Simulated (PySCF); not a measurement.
**Polarisability and C₆ of Pt²⁺ (platinum, charge +2)**

[Xe] 4f14 5d8, high-spin 3F determinant. Calculation: PySCF 2.14, in ANO-RCC-VTZP; scalar relativity by spin-free X2C-1e. Coupled (time-dependent) response in atomic units; α is the mean over directions. The basis has no added diffuse functions, which lowers α and C₆.

| method | mean α (bohr³) | C₆ (like pair) | S(−4) |
| --- | --- | --- | --- |
| B3LYP | 9.023 | 58.73 | 20.92 |

S(−4) is the Cauchy moment in α(ω) = α(0) + S(−4) ω² + …

Spin-orbit coupling is absent.

α(iu) at B3LYP:

```
u (hartree)  α(iu) (bohr³)
          0          9.023
     0.0500          8.971
      0.100          8.823
      0.200          8.311
      0.300          7.664
      0.500          6.425
      0.750          5.233
       1.00          4.337
       1.50          3.069
       2.00          2.244
       3.00          1.319
       5.00         0.6038
```

A single London oscillator, α(iu) = α/(1 + u²/ω²), gives C₆ = (3/4) ω α². Matching the computed C₆ needs ω = 4 × 58.73 / (3 × 9.023²) = 0.962 hartree.

For an ion, C₆ is the dispersion term alone; charge-induced terms of lower order in 1/R come first.

Spin-orbit coupling, absent here, splits the open shell strongly.
